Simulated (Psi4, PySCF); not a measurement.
H$_{3}$FGaNO (SMILES [NH2][Ga]([OH])[F]), singlet, geometry from GFN2-xTB (such geometries of metal compounds can be far from the true shape). Base run: PySCF with PBE/6-31G, TDA.

Input for PySCF:
```python
from pyscf import gto, scf, dft, tdscf

mol = gto.Mole()
mol.atom = '''
    Ga   -0.017077   -0.001123    0.003191
    F     1.684081   -0.254395   -0.345598
    O    -0.588739   -0.737651    1.465745
    H     0.036667   -1.197628    2.027474
    N    -1.030615    1.068203   -1.089402
    H    -2.021008    0.847948   -1.060520
    H    -0.718792    1.097832   -2.055647
'''
mol.basis = '6-31g'
mol.charge = 0
mol.spin = 0
mol.verbose = 4
mol.build()

mf = dft.RKS(mol)
mf.xc = 'pbe'
mf.kernel()
td = mf.TDA()
td.nstates = 5
td.kernel()
td.analyze()
```

Programs used: Psi4, PySCF; a row that names a program was run with it.

The base run was repeated with changes; each row names its change, and settings that it needs were set with it.

| change | first excitation (eV) | oscillator strength of the first | second (eV) |
|---|---|---|---|
| base | 4.62 | 0.027 | 5.64 |
| functional = hf | 6.97 | 0.078 | 8.63 |
| functional = wb97x | 5.81 | 0.042 | 7.03 |
| code = psi4 | 4.63 | 0.027 | 5.64 |
| response = full linear response | 4.59 | 0.025 | 5.63 |
| conv_tol = 1e-3 | 4.62 | 0.027 | 5.64 |
| functional = camb3lyp | 5.48 | 0.039 | 6.73 |
| nstates = 15 | 4.62 | 0.027 | 5.64 |
| nstates = 10 | 4.62 | 0.027 | 5.64 |
| functional = b3lyp | 5.10 | 0.035 | 6.31 |

An iterative solver can miss low states, so a row lists the states that it found.
